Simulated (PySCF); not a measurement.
Computed IR spectrum (relative IR intensity) of a molecule C4H5Cl2F. Geometry: r2SCAN-D4/def2-SVP. Other conformers were not sampled. Level of theory: r2SCAN-D4/def2-SVP in PySCF. Frequencies are harmonic and unscaled.

| ν (cm⁻¹) | relative intensity |
|---|---|
| 414 | 2.2 |
| 475 | 5.7 |
| 639 | 24 |
| 678 | 100 |
| 724 | 2.1 |
| 845 | 45 |
| 877 | 10 |
| 946 | 45 |
| 962 | 2.1 |
| 1023 | 17 |
| 1189 | 23 |
| 1242 | 54 |
| 1250 | 19 |
| 1285 | 17 |
| 1372 | 27 |
| 1386 | 4.7 |
| 1428 | 24 |
| 1746 | 83 |
| 3056 | 4.3 |
| 3137 | 4.2 |

Task: Pick the molecule that these values belong to.
A. C=C(F)CC(Cl)Cl
B. F/C(Cl)=C/CCCl
C. C[C@]1(F)CC1(Cl)Cl
D. C[C@@H]1[C@@H](F)C1(Cl)Cl

Result: A, C=C(F)CC(Cl)Cl
